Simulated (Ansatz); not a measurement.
The cluster Al₆Ga. Total charge 0; doublet. Geometry PBE0-D4/def2-SVP; atoms count from 1.

```xyz
7

Ga    2.022    0.165    0.355
Al    0.175    1.892   -0.973
Al    0.728   -0.438   -1.987
Al   -1.692   -0.949    1.679
Al    0.362   -1.751    0.225
Al   -0.048    1.099    1.470
Al   -1.546   -0.017   -0.769
```

The structure comes from a short search, and lower isomers may exist.

(1) Estimate the Mulliken populations from the PBE0/def2-TZVP orbitals of Ansatz.

(2) Where does the spin sit?

(3) And the Mayer bond orders between bonded heavy atoms (over 0.3)?

Answers

(1) 
```csv
atom,charge (e),spin (α − β)
Ga1,0.02,-0.03
Al2,0.01,0.08
Al3,-0.01,0.27
Al4,0.02,0.62
Al5,-0.01,0.02
Al6,-0.01,-0.03
Al7,-0.02,0.07
```
Mulliken values and Mayer orders depend strongly on the basis.

(2) Summed by element: Ga -0.03, Al 1.03, of 1 unpaired in all. Largest on single atoms: Al4 0.62, Al3 0.27, Al2 0.08.

(3) Ga1–Al2 0.38 (2.86 Å); Ga1–Al3 0.45 (2.74 Å); Ga1–Al5 0.62 (2.54 Å); Ga1–Al6 0.64 (2.53 Å); Al2–Al3 0.64 (2.60 Å); Al2–Al6 0.63 (2.58 Å); Al2–Al7 0.61 (2.58 Å); Al3–Al5 0.60 (2.60 Å); Al3–Al7 0.58 (2.61 Å); Al4–Al5 0.60 (2.64 Å); Al4–Al6 0.61 (2.63 Å); Al4–Al7 0.63 (2.62 Å); Al5–Al7 0.40 (2.76 Å); Al6–Al7 0.34 (2.92 Å). Values over 0.3 also appear between atoms too far apart for a bond (Ga1–Al7 0.39 at 3.75 Å; Al2–Al5 0.39 at 3.84 Å; Al3–Al6 0.36 at 3.86 Å; Al5–Al6 0.30 at 3.14 Å); they arise where an orbital or an unpaired electron spreads over both atoms.
